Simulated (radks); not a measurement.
Values are calculated unless marked as measured or tabulated.
Kinetic energies: the exact non-interacting value of the Kohn-Sham orbitals and orbital-free approximations, in hartree. Species: Te+ [Kr] 4d10 5s2 5p3; Sn3+ [Kr] 4d10 5s1; F2+ [He] 2s2 2p3; Au+ [Xe] 4f14 5d10; B4+ 1s1. Code: a radial shooting solver on a logarithmic mesh with Libxc functionals. Model: non-relativistic Kohn-Sham, exchange-only B88, spin-polarised, spherical densities, point nucleus. Every spin shell is full or empty, so the densities are truly spherical. Functionals are evaluated on that one density, not self-consistently.

functional	Te+	Sn3+	F2+	Au+	B4+
exact	6611.49	6021.15	97.5933	17865.4	12.4869
Thomas-Fermi	6265.4	5702.6	89.047	17035	11.441
von Weizsacker	2712.3	2503.1	75.047	6351.9	12.487
TF + vW	8977.7	8205.7	164.09	23387	23.928
TF + vW/9	6566.8	5980.8	97.386	17741	12.829
TF + vW/5	6807.9	6203.3	104.06	18306	13.939
LC94	6615.9	6025.6	97.721	17867	12.766
APBEK	6619.3	6028.8	97.797	17872	12.747
revAPBEK	6630.8	6039.5	98.368	17896	12.858
Perdew 92	6567.4	5981.3	97.402	17742	12.831
Thakkar	6572.7	5987.1	97.737	17725	12.791
Pearson	6551.5	5966.1	94.810	17713	12.195
DePristo-Kress	6604.9	6015.8	97.062	17828	12.849
Ernzerhof	6584.7	5997.6	98.706	17779	13.318
